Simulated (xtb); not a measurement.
C₇H₇O, doublet, geometry from GFN2-xTB. Base run: GFN2-xTB in xtb 6.7.1.

Input for xtb:
```
$ xtb mol.xyz --gfn 2 --uhf 1 --json

# file mol.xyz
15

C     -2.77305369    -0.08930861     0.15777734
O     -1.73653823     0.61850538    -0.47369518
C     -0.45150274     0.26462858    -0.21128690
C      0.56983971     0.95387277    -0.82654777
C      1.89273125     0.71169442    -0.66007478
C      2.26777463    -0.32046935     0.20500191
C      1.28276819    -1.04249024     0.84701157
C     -0.06077755    -0.76540013     0.65151389
H     -3.69720812     0.36304611    -0.19889193
H     -2.72260331     0.00669117     1.24778244
H     -2.76288540    -1.15013472    -0.11501725
H      2.64320398     1.29210740    -1.17494675
H      3.31299291    -0.54068682     0.36104075
H      1.55711830    -1.84343879     1.51879527
H     -0.80499138    -1.35079208     1.17042731
```

Variants of this job, named by their change:

```json
[
 {"change": "base", "ΔE vs base (kJ/mol)": "0.00", "dipole (D)": "2.18", "G_solv (kcal/mol)": "-", "SCF cycles": "12"},
 {"change": "etemp = 1000", "ΔE vs base (kJ/mol)": "0.00", "dipole (D)": "2.18", "G_solv (kcal/mol)": "-", "SCF cycles": "12"},
 {"change": "etemp = 10000", "ΔE vs base (kJ/mol)": "-131.4", "dipole (D)": "2.67", "G_solv (kcal/mol)": "-", "SCF cycles": "12"},
 {"change": "acc = 0.1", "ΔE vs base (kJ/mol)": "0.00", "dipole (D)": "2.18", "G_solv (kcal/mol)": "-", "SCF cycles": "14"},
 {"change": "acc = 0.0001", "ΔE vs base (kJ/mol)": "0.00", "dipole (D)": "2.18", "G_solv (kcal/mol)": "-", "SCF cycles": "19"},
 {"change": "alpb = thf", "ΔE vs base (kJ/mol)": "-29.4", "dipole (D)": "2.38", "G_solv (kcal/mol)": "-7.28", "SCF cycles": "12"},
 {"change": "acc = 30", "ΔE vs base (kJ/mol)": "0.00", "dipole (D)": "2.18", "G_solv (kcal/mol)": "-", "SCF cycles": "8"},
 {"change": "gbsa = chcl3", "ΔE vs base (kJ/mol)": "-27.5", "dipole (D)": "2.45", "G_solv (kcal/mol)": "-6.87", "SCF cycles": "11"},
 {"change": "alpb = methanol", "ΔE vs base (kJ/mol)": "-27.5", "dipole (D)": "2.45", "G_solv (kcal/mol)": "-6.90", "SCF cycles": "11"}
]
```

ALPB and GBSA are two models with their own fitted parameters for each solvent, which aren't always the measured dielectric constant.
